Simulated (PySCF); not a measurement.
Electronic structure of Be⁺ (beryllium, charge +1) at the UHF level

Configuration: [He] 2p1, 2P determinant (an excited configuration). All numbers are calculated (PySCF 2.14, no relativity, point nucleus, in dyall-av2z (11s7p2d, 42 functions)).

```
Total energy                                                  : -14.130681 hartree
One-electron energy                                           : -17.4497 hartree
Hartree (Coulomb) energy                                      : 5.8104 hartree
Exchange energy                                               : -2.4913 hartree
Kinetic energy                                                : 14.13066 hartree
⟨S²⟩                                                          : 0.7500
⟨L²⟩                                                          : 2.000
Sum of ⟨r⟩                                                    : 3.202 bohr
Sum of ⟨r²⟩                                                   : 7.280 bohr²
Traceless quadrupole moment −½Σ⟨3z² − r²⟩ along its main axis : -2.72 e·bohr²
Density at the nucleus (Gaussians lack the cusp)              : 33.3 bohr⁻³
Spin density at the nucleus                                   : -0.0927 bohr⁻³
Langevin diamagnetic susceptibility                           : -5.77 ×10⁻⁶ cm³/mol
```

| shell | electrons | mean orbital energy (eV) | rms radius, mean of both spins (bohr) |
| --- | --- | --- | --- |
| 1s α | 1 | -140.16 | 0.484 |
| 1s β | 1 | -139.89 | 0.484 |
| 2p α | 1 | -14.144 | 2.61 |

Spin-orbit constants ζ (cm⁻¹) from the X2C one-electron operator on these orbitals (non-relativistic here): bare nucleus, nucleus screened by l(l+1)(2l+1)/3 electrons, and screened by the Breit-Pauli mean field of the electrons.

```
shell   bare  screened nucleus  mean field
   2p  10.84             5.422       3.654
```

To first order the Landé constant is A = 3.654 cm⁻¹, so the lowest level has J = 1/2 and lies 0.000453 eV below the centre of the term.
